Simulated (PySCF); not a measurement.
C2H5FOSi2, SMILES FC1=CO[SiH2][SiH2]1. Atoms are numbered in the order given.

```xyz
11

F     -0.2528     2.5088     0.0000
C     -0.2017     1.1648     0.0000
C     -1.3554     0.4652     0.0000
O     -1.4146    -0.8825     0.0000
Si     0.0688    -1.7455     0.0000
Si     1.4005     0.1843     0.0000
H     -2.3321     0.9619     0.0000
H      0.1106    -2.6045     1.2167
H      0.1106    -2.6045    -1.2167
H      2.2374     0.4021     1.2171
H      2.2374     0.4021    -1.2171
```

The structure is a stationary point at PBE0-D3(BJ)/def2-SVP. The structure was generated by enumeration, and PubChem lists no compound with its InChIKey, so it may never have been made.

Two levels are set side by side: PBE/pcSseg-1 (PySCF) and HF/pcSseg-1 (PySCF). GIAO shifts against CFCl3 (¹⁹F), H2O (¹⁷O), TMS (²⁹Si), TMS (¹H), TMS (¹³C) at the same level; non-relativistic, no solvent, atoms listed together averaged. Differences are taken from unrounded values.

```tsv
quantity	HF	PBE	PBE minus HF
δ(¹⁹F) of F1 (ppm)	-180.9	-209.2	-28.2
δ(¹³C) of C2 (ppm)	154.9	159.8	4.9
δ(¹³C) of C3 (ppm)	166.2	158.3	-7.9
δ(¹⁷O) of O4 (ppm)	33.7	82.7	49.0
δ(²⁹Si) of Si5 (ppm)	-11.2	0.8	11.9
δ(²⁹Si) of Si6 (ppm)	-82.0	-98.6	-16.6
δ(¹H) of H7 (ppm)	7.90	7.49	-0.41
δ(¹H) of H8, H9 (ppm)	5.03	5.79	0.76
δ(¹H) of H10, H11 (ppm)	4.42	4.76	0.34
```

Rough cost on one machine, each run with all the roots and properties that it gave: HF against PBE within a factor of 2.
